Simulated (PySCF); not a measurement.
Compound: C2H9BOPb.
Atom-mapped SMILES: `[CH3:1][CH2:2][O:3][BH:4][PbH3:5]` (hydrogens: H6, H7, H8 on C1; H9, H10 on C2; H11 on B4; H12, H13, H14 on Pb5)

Geometry (PBE0-D3(BJ)/def2-SVP, Å), atoms numbered from 1 in this order:
```xyz
14
C2H9BOPb angstrom
C      1.7057   -0.5461    1.0188
C      1.1122   -0.6936   -0.3615
O      0.9149    0.5766   -0.9596
B     -0.2319    1.2494   -1.0228
Pb    -2.2441    0.4486   -0.1736
H      1.9166   -1.5365    1.4484
H      1.0094   -0.0215    1.6908
H      2.6456    0.0235    0.9786
H      1.7915   -1.2507   -1.0246
H      0.1545   -1.2423   -0.3255
H     -0.2036    2.3391   -1.5476
H     -2.2296    0.2202    1.5846
H     -3.5850    1.5511   -0.4985
H     -2.7534   -1.1239   -0.8131
```

Computed with PySCF 2.14.0, PBE0-D3(BJ)/def2-SVP geometry optimisation, gas phase, def2 core potentials past Kr.

Masses are those of the commonest isotopes; rigid-rotor values at the optimised geometry. The values belong to one conformer with, in the numbering `[CH3:1][CH2:2][O:3][BH:4][PbH3:5]`, C1–C2–O3–B4 -99°, C2–O3–B4–Pb5 -1°.

Q: Give the principal moments of inertia and the rotational constants in cm⁻¹.

A: Ia = 86.85, Ib = 518.12, Ic = 568.95 u·Å²; 505379 MHz·u·Å²/I gives 5819, 975.4 and 888.3 MHz, that is A = 0.19409, B = 0.03254, C = 0.02963 cm⁻¹.

Q: Classify the top.

A: A near-prolate asymmetric top. Ray's parameter κ = (2B − A − C)/(A − C) = -0.965; −1 is the prolate and +1 the oblate limit.

Q: Is it planar, by Δ = Ic − Ia − Ib?

A: Not planar: Δ = Ic − Ia − Ib = -36.02 u·Å². For a rigid frame Δ = −2 Σ m c², so Σ m c² = 18.01 u·Å² lies off the ab plane: 10.13 from hydrogen and 7.88 from heavier atoms. The atom farthest from that plane is 1.67 Å away.

Q: Where do the levels up to J = 4 lie, in cm⁻¹?

A: Above 0(0,0):
J = 1: 1(0,1) 0.0622, 1(1,1) 0.2237, 1(1,0) 0.2266
J = 2: 2(0,2) 0.1865, 2(1,2) 0.3451, 2(1,1) 0.3539, 2(2,1) 0.8385, 2(2,0) 0.8386
J = 3: 3(0,3) 0.3728, 3(1,3) 0.5273, 3(1,2) 0.5447, 3(2,2) 1.0250, 3(2,1) 1.0252, 3(3,1) 1.8401, 3(3,0) 1.8401
J = 4: 4(0,4) 0.6211, 4(1,4) 0.7700, 4(1,3) 0.7991, 4(2,3) 1.2737, 4(2,2) 1.2742, 4(3,2) 2.0888, 4(3,1) 2.0888, 4(4,1) 3.2298, 4(4,0) 3.2298
The levels of one J sum to (2J + 1)J(J + 1)(A + B + C)/3.

Q: Predict some low-J microwave lines.

A: The dipole components are |μa| = 2.31 D, |μb| = 0.68 D, |μc| = 0.43 D. Intensities carry the squares of the components, which stand as 1.00 : 0.09 : 0.03 (a : b : c). Some lines, for components of 0.1 D or more:

```
type  branch         J(Ka,Kc)    MHz  lower level (cm⁻¹)
   a       Q  3(1,2) ← 3(1,3)    523               0.527
   a       R  2(1,1) ← 1(1,0)   3814               0.227
   c       Q  3(1,3) ← 3(0,3)   4631               0.373
   c       Q  1(1,1) ← 1(0,1)   4843               0.062
   b       Q  2(1,1) ← 2(0,2)   5019               0.186
   a       R  3(1,2) ← 2(1,1)   5721               0.354
   b       R  1(1,1) ← 0(0,0)   6707               0.000
   c       R  1(1,0) ← 0(0,0)   6794               0.000
   b       R  2(1,2) ← 1(0,1)   8483               0.062
   c       R  3(1,2) ← 2(0,2)  10740               0.186
   b       Q  2(2,1) ← 2(1,2)  14791               0.345
   b       Q  3(2,2) ← 3(1,3)  14923               0.527
   b       R  2(2,1) ← 1(1,0)  18344               0.227
   b       R  2(2,0) ← 1(1,1)  18433               0.224
   c       Q  3(3,1) ← 3(2,1)  24429               1.025
   b       Q  3(3,0) ← 3(2,1)  24429               1.025
   b       R  3(3,1) ← 2(2,0)  30025               0.839
```

PBE0-D3(BJ)/def2-SVP frequencies: not computed here. Constants of a rigid frame at the computed geometry: no zero-point averaging, no centrifugal distortion. A rigid rotor knows nothing of internal rotation, which can split or shift real lines. Quadrupole hyperfine structure (11B) is left out.

Hardware: Arm Neoverse V1, one thread, shared host with 32 logical CPUs at a one-minute load of 11. Cost: 47 s, 0.55 GiB resident at most. These figures are those of the optimisation.
